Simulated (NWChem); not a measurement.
# CH$_{6}$AuNS; SMILES C[S][Au]<-[NH3]

```xyz
10

Au     0.0573    -0.3617     0.0000
S      0.5759     1.8465     0.0001
C     -1.0356     2.6999     0.0000
H     -1.6294     2.4718    -0.8967
H     -0.8167     3.7783     0.0011
H     -1.6303     2.4703     0.8957
N     -0.3266    -2.4782     0.0004
H     -0.7527    -2.7870     0.8747
H      0.5386    -3.0065    -0.1186
H     -0.9531    -2.7492    -0.7581
```
Atoms are numbered in this order, from 1.

Program: NWChem. Medium grid unless said otherwise, to which SCAN and Minnesota functionals are sensitive. All runs use the structure optimised with PBE0/def2-SVP. No frequency run checked for a minimum. def2 effective core potentials on Au; no spin-orbit coupling.

Problem. Order these by “dipole (D)”, lowest first: LDA (Slater exchange, VWN5)/def2-SVP; MPW1K/def2-SVP; B3LYP/def2-SVP; PW6B95/def2-SVP.

Solution. LDA (Slater exchange, VWN5)/def2-SVP (7.01), B3LYP/def2-SVP (7.27), PW6B95/def2-SVP (7.43), MPW1K/def2-SVP (7.81)
